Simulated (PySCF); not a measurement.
CH₄AlIO. Atoms are numbered in the order given.

```xyz
8

Al     0.0974    -1.3758     0.0000
I     -0.0469     1.1238     0.0000
C     -1.4937    -2.4948     0.0000
H     -2.1205    -2.2886     0.8920
H     -1.2196    -3.5687     0.0000
H     -2.1205    -2.2886    -0.8920
O      1.6455    -2.1179     0.0000
H      2.4767    -1.6168     0.0000
```

The structure is a stationary point at PBE-D3(BJ)/def2-SVP. The structure was generated by enumeration; whether it is a known compound was not checked. The def2 effective core potentials stand for the cores of I; spin–orbit coupling is left out. One conformer was computed; it need not be the lowest.

Method: B3LYP/def2-TZVP run with PySCF.

Symmetry labels are those of the subgroup Cs that the program uses (full group Cs).

Q: List the valence orbital energies around the gap with their symmetry. (The exact figures need the calculation; the answer reports its results.)

A: 
| orbital | symmetry | energy (eV) |
|---|---|---|
| HOMO−7 | A' | -11.12 |
| HOMO−6 | A" | -11.08 |
| HOMO−5 | A' | -10.41 |
| HOMO−4 | A' | -9.27 |
| HOMO−3 | A" | -9.13 |
| HOMO−2 | A' | -8.27 |
| HOMO−1 | A" | -7.57 |
| HOMO | A' | -7.41 |
| LUMO | A' | -0.88 |
| LUMO+1 | A" | -0.80 |
| LUMO+2 | A' | 0.71 |
| LUMO+3 | A' | 1.13 |
